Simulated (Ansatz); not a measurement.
`NB(S)[SiH2]Br` and `NB(S)Cl` differ in one atom or group.

Ansatz, PBE0-D4/def2-TZVP geometries, multiplicity 1. Each molecule was computed in one conformer, which needn't be the lowest.

Scalar relativity is left out up to krypton. Spin–orbit coupling is left out; it splits and shifts lone-pair levels of the heavy atoms by tenths of an eV.

```json
{"property": "LUMO energy (ωB97M-V/def2-TZVPP) / eV", "`NB(S)[SiH2]Br`": "1.30"}
{"property": "LUMO energy (PBE0/def2-TZVPP) / eV", "`NB(S)[SiH2]Br`": "-0.66"}
{"property": "HOMO energy (PBE/def2-TZVPP) / eV", "`NB(S)[SiH2]Br`": "-6.33"}
{"property": "HOMO–LUMO gap (PBE0/def2-TZVPP) / eV", "`NB(S)[SiH2]Br`": "6.89"}
{"property": "HOMO energy (B3LYP/def2-TZVPP) / eV", "`NB(S)[SiH2]Br`": "-7.30"}
{"property": "size of the dipole moment (B3LYP/def2-TZVPP) / D", "`NB(S)[SiH2]Br`": "1.31"}
```

(1) Give the same properties after the change, and the shifts. (Estimate.)

## Answers

(1) Computed: 
```csv
property,`NB(S)Cl`,shift
LUMO energy (ωB97M-V/def2-TZVPP) / eV,1.84,0.54
LUMO energy (PBE0/def2-TZVPP) / eV,0.29,0.95
HOMO energy (PBE/def2-TZVPP) / eV,-6.27,0.06
HOMO–LUMO gap (PBE0/def2-TZVPP) / eV,7.81,0.92
HOMO energy (B3LYP/def2-TZVPP) / eV,-7.27,0.03
size of the dipole moment (B3LYP/def2-TZVPP) / D,3.24,1.93
```

The zero-point energy changes by -46.4 kJ/mol with -9 modes. Dipoles are sizes alone; their direction can turn.

Positive LUMOs are unbound, so they and the gaps depend on the basis.

B3LYP here is the variant with VWN-RPA as its local correlation; programs differ in this.
